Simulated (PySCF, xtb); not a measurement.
C₃H₇NSi, SMILES CC1=NC[SiH2]1.

Harmonic wavenumbers (cm⁻¹) from GFN2-xTB (xtb 6.7.1) at its own minimum, in rising order: 121, 214, 274, 286, 438, 508, 554, 570, 623, 737, 753, 771, 974, 997, 1044, 1080, 1163, 1244, 1378, 1456, 1463, 1464, 1646, 2274, 2274, 2962, 2981, 3000, 3011, 3030.

Task: What does PBE-D3(BJ)/def2-SVP run with PySCF 2.14.0 give at its own minimum? (An estimate is asked for; the answer gives what the named calculation found.)

Result: 128, 190, 273, 289, 473, 514, 562, 612, 694, 743, 784, 890, 913, 971, 999, 1093, 1124, 1205, 1330, 1368, 1386, 1389, 1601, 2122, 2139, 2962, 2991, 3044, 3044, 3073. Paired by order, the mean absolute difference is 44 cm⁻¹ and the zero-point energies are 56.2 and 55.6 kcal/mol.
